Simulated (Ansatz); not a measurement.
# Reading a saddle point

A first-order saddle point of BNH4F2, singlet, PBE0-D4/def2-TZVP, with one imaginary mode of 1484i cm⁻¹:

B1  (-0.618, -0.253, -0.034)
N2  (0.907, 0.022, -0.039)
F3  (-1.148, -0.459, -1.257)
F4  (-1.039, -1.028, 0.987)
H5  (0.047, 1.010, 0.252)
H6  (-0.977, 1.086, 0.323)
H7  (1.454, -0.393, 0.701)
H8  (1.375, 0.015, -0.933)
(Å)

Computed with Ansatz 0.2.0 (basis: def2-TZVPP and def2-QZVPP); correlated methods freeze the cores. Extrapolation: Hartree–Fock as exp(−7.88 √X), correlation as X^−2.97.

(1) Which contacts change along the imaginary mode, and what lies on either side? (A judgement: the text doesn't fix the answer.)

(2) Which side is lower, and how far does the saddle lie above each? (Judge from chemistry; the value comes from the calculation.)

T1 diagnostic: at most 0.012.

Answers

(1) The calculation gives: The step is BNH₂F₂ ([NH2][B]([F])[F]) + H₂ → BHF₂ ([F][BH][F]) + NH₃ (still joined by a long B–N bond), with the molecules in contact on both sides. Shortening one way: B1–H6, N2–H5; lengthening the same way: B1–N2, H5–H6.
| pair | one side (Å) | saddle (Å) | other side (Å) |
| --- | --- | --- | --- |
| B1–H6 | 3.10 | 1.43 | 1.21 |
| N2–H5 | 3.36 | 1.34 | 1.01 |
| B1–N2 | 1.39 | 1.55 | 1.67 |
| H5–H6 | 0.75 | 1.03 | 2.61 |

(2) The calculation gives: The side with B1–N2, H5–H6 short is lower by 0.155 eV; the saddle lies 2.042 eV above it and 1.887 eV above the other (CCSD(T) at an estimated basis limit (MP2 extrapolated from triple and quadruple zeta, plus CCSD(T) − MP2 in triple zeta); electronic energies).

Labels in which every atom is bracketed show which atoms are joined, not bond orders.

For scale, one of the runs: CCSD(T)/def2-TZVPP, 180 basis functions, launched by `ansatz run in.yaml --threads 2 --pin off --events-out ev --progress --plain --max-ram 4352MiB`. The run took 40 s on 2 CPU threads of an Intel Xeon Platinum 8488C (shared host), with 1.9 GiB of host memory at its peak.
